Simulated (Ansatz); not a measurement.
C2H5FGeSi, SMILES `F[C]1=[CH][GeH]1[SiH3]`, relaxed with RKS PBE-D4/def2-SVP in the Gaussian-basis code of Ansatz from a rough embedded geometry. The force threshold is 0.03 eV/Å; the program also tests the step.

The species carries charge 0 and has multiplicity 1.

Start:

```xyz
10

F    -1.477   -1.602   -1.801
C    -0.487   -0.730   -1.420
C     0.899   -0.384   -1.540
Ge    0.047    0.796   -0.555
Si   -0.032    0.255    1.740
H     1.894   -0.632   -1.986
H    -0.853    1.915   -1.098
H    -1.298   -0.301    2.086
H     1.075   -0.763    2.040
H     0.233    1.445    2.534
```

**Question.** By how much does the energy fall, and how many steps does the optimiser take? (Best estimate.)

**Answer.** Ansatz gave: 137.69 kJ/mol, in 16 steps.

**Question.** Which bonds change most? (An estimate is asked.)

**Answer.** Ansatz gave: C3–Ge4 from 1.757 to 1.972 Å; C2–C3 from 1.434 to 1.332 Å; C2–Ge4 from 1.834 to 1.931 Å; Si5–H8 from 1.425 to 1.506 Å.

**Question.** Give the relaxed structure. (Best estimate.)

**Answer.** The calculation gave: 
```xyz
10

F    -0.943   -1.934   -2.212
C    -0.342   -0.894   -1.638
C     0.857   -0.316   -1.699
Ge   -0.338    0.620   -0.440
Si   -0.062    0.305    1.910
H     1.828   -0.412   -2.205
H    -1.000    1.939   -0.935
H    -1.398    0.340    2.605
H     0.587   -1.035    2.124
H     0.811    1.387    2.491
```
